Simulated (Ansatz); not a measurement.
Consider the redistribution: `CB[SiH]([SiH3])Cl` + `BOCO` → `BO[SiH]([SiH3])Cl` + `CBCO`.

Calculated with Ansatz (gas phase, PBE0-D4/def2-TZVP geometries, no zero-point term in ΔE). CBS: MP2 limit from def2 TZ/QZ plus the TZ coupled-cluster correction, frozen cores. Functionals use def2-TZVPP. One conformer a species, not always the lowest.

```json
{"level": "PBE-D4", "ΔE (kJ/mol)": "-125.2"}
{"level": "r2SCAN-D4", "ΔE (kJ/mol)": "-140.5"}
{"level": "ωB97M-V", "ΔE (kJ/mol)": "-148.0"}
{"level": "r2SCAN", "ΔE (kJ/mol)": "-140.9"}
{"level": "PBE0", "ΔE (kJ/mol)": "-134.0"}
{"level": "HF/def2-QZVPP", "ΔE (kJ/mol)": "-160.3"}
{"level": "MP2/CBS(def2)", "ΔE (kJ/mol)": "-156.8"}
{"level": "CCSD/CBS(def2)", "ΔE (kJ/mol)": "-150.8"}
```

Q: What does CCSD(T)/CBS give? (Estimate.)

A: Computed: -147.3 kJ/mol. The listed levels differ from it by 22.1, 6.8, -0.7, 6.4, 13.3, -13.0, -9.5, -3.5 kJ/mol.

Largest T1 diagnostic among the species: 0.013.

From PBE to PBE0 (25 % exact exchange), in def2-TZVPP and without D4, ΔE moves by −7.7 kJ/mol. In def2-TZVPP, CCSD(T) changes the Hartree–Fock value by +15.5 kJ/mol (the triples alone add +3.5 kJ/mol) and MP2 by +6.1 kJ/mol.
